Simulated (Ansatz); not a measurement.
Z-matrix (Å, degrees):
```
C
H 1 1.0931
H 1 1.1089 2 105.76
C 1 1.5006 2 111.70 3 117.23
N 4 1.2647 1 127.72 2 9.53
H 5 1.0234 4 111.17 1 -1.60
H 4 1.0937 5 117.08 6 -179.76
B 1 1.5575 2 114.10 3 -108.91
H 8 1.1911 1 120.31 2 24.91
H 8 1.1921 9 119.29 1 -176.49
```
Charge +1, spin multiplicity 2.

Calculation: frozen-core CCSD(T)/cc-pVTZ // B3LYP-D3(BJ)/def2-TZVP (Ansatz, a first-principles code). The geometry is that of the parent before the electron was removed.

```
Quantity                       Result
----------------------  -------------
HF energy               -158.05894 Ha
MP2 correlation energy    -0.57729 Ha
```

Problem. Estimate the CCSD correlation energy, the (T) correction, the total energy and the T1 diagnostic.

Solution. 
| Item | Result |
|---|---|
| CCSD correlation energy | -0.62860 Ha |
| (T) correction | -0.02652 Ha |
| CCSD(T) total energy | -158.71406 Ha |
| T1 diagnostic | 0.031 |
